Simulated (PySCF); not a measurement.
Molecule: `BC[c+]1cc1`, [C₄H₆B]+.

Mapped SMILES: `[BH2:1][CH2:2][c+:3]1[cH:4][cH:5]1`. Each H is labelled by its parent atom.

Geometry PBE0-D3(BJ)/def2-SVP throughout; GIAO in PySCF, gas phase, one conformer, non-relativistic; equivalent atoms averaged; functional PBE0.

For orientation, IGLO-III gives these shifts δ (against BF3·OEt2, TMS at the same level): B1 88.4, C3 194.6, C4/C5 173.9, C2 37.7, H(C4)/H(C5) 10.14, H(B1) 7.62, H(C2) 4.44 ppm.

A run gave: B1 88.1, C3 196.5, C4/C5 175.8, C2 38.3, H(C4)/H(C5) 10.17, H(B1) 7.52, H(C2) 4.45 ppm (shifts δ (against BF3·OEt2, TMS at the same level)).

Task: Which basis set was used in that run?
A. def2-TZVP
B. pcSseg-2
C. aug-cc-pVDZ
D. pcSseg-0
E. STO-3G

Result: B. C3 tells them apart best: pcSseg-2 gives 196.5, pcSseg-0 gives 204.2, STO-3G gives 153.7, def2-TZVP gives 191.2, aug-cc-pVDZ gives 181.2 ppm.
